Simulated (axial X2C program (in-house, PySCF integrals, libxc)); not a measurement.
TaSe⁻ at several levels of theory

Calculated with an axial X2C code built on PySCF integrals. Spin-free means the one-electron spin-free X2C Hamiltonian. Basis: Ta dyall-acv3z [14s15p10d7f4g], Se dyall-acv3z [9s10p7d5f1g] (cores contracted in-house); Gaussian nuclei, density fitting, unrestricted open shells. Masses: Ta 180.948 u, Se 79.917 u.

State, spin-free: M_S = 1, Λ = 0 (beyond evenly filled blocks: δ+α, δ-α); electrons by block: σα: 21, σβ: 21, π+α: 11, π+β: 11, π-α: 11, π-β: 11, δ+α: 5, δ+β: 4, δ-α: 5, δ-β: 4, φ+α: 1, φ+β: 1, φ-α: 1, φ-β: 1. Fragments: Ta + Se-.

| Hamiltonian | level | Re (Å) | ωe (cm⁻¹) | ωexe (cm⁻¹) | Be (cm⁻¹) | αe (cm⁻¹) | De (eV) | D0 (eV) | μ (D) |
| --- | --- | --- | --- | --- | --- | --- | --- | --- | --- |
| spin-free | PBE0 | 2.313 | 311.4 | 0.552 | 0.05685 | 0.000138 | 4.45 | 4.43 | -0.36 |
| spin-free | HF | 2.374 | 295.7 | 0.476 | 0.05398 | 0.000126 | 2.83 | 2.81 | -1.20 |
| spin-free | CCSD | 2.345 | 307.0 | 0.524 | 0.05529 | 0.000129 | 3.94 | 3.92 | n/a |
| spin-free | CCSD(T) | 2.347 | 305.4 | 0.526 | 0.0552 | 0.00013 | 4.12 | 4.10 | n/a |
| spin-free | TPSSh | 2.316 | 307.4 | 0.566 | 0.05667 | 0.000141 | 4.61 | 4.59 | -0.02 |

Correlated methods: 12 electrons correlated (number of frozen shells: Ta 5 s, 4 p, 2 d, 1 f; Se 3 s, 2 p, 1 d), 380 virtual spin orbitals or spinors in MP2, 90 natural virtuals in coupled cluster.

Dipoles are positive if Se is the positive end and refer to the centre of mass.

The state is one determinant whose occupation by symmetry is held fixed; it was picked as the lowest of a PBE0 search that is not exhaustive. De is counted from the lowest determinant-based energies of the atoms at the same level, without counterpoise correction. Coupled cluster ran in a truncated set of natural virtual spinors; the MP2 energy of the rest was added. (T) has no such correction and the atoms are truncated less, which lowers De at CCSD(T) by a hundredth of an eV or more. PBE0 can misorder states that lie within some tenths of an eV, so this need not be the ground state of the molecule. The nearest other spin-free determinant of the search, M_S = 1, Λ = 3, lies 0.49 eV up at the distance of the search. Without a current term, density functionals place determinants with orbital angular momentum somewhat too high. The outer-core s and p shells of the metal are frozen in the correlated rows, which leaves out core–valence correlation; for alkali and alkaline-earth bonds that tends to lengthen them. The highest occupied level of some functionals is positive through self-interaction error; at Hartree–Fock it is bound. The determinant is spin-polarised beyond a pure state at some levels (its spin-free form has ⟨S²⟩ too high), which makes Re and μ there less reliable. The T1 diagnostic is large, a sign of multireference character. With the outer-core shells frozen, correlated bond lengths of heavy atoms tend to come out a few hundredths of an ångström too long. Spin-free De lacks the spin–orbit lowering of the heavy p-block atom, a tenth of an eV or more for 4p and 5p, up to an eV for 6p and one to two eV for 7p atoms, less what an open-shell molecule gains itself. Hartree–Fock gets electron affinities wrong, so its lowest charge split need not be the true one.

No reliable constants came from CCSD (2c), CCSD(T) (2c), HF (2c), MP2 (2c), MP2 (spin-free), PBE0 (2c), TPSSh (2c): no minimum in range, unconverged points, a curve that is not smooth, a change of character along it, or the two Hamiltonians disagreeing along it.

The whole task took 11 min on 1 thread of Arm Neoverse V1, on a shared host.
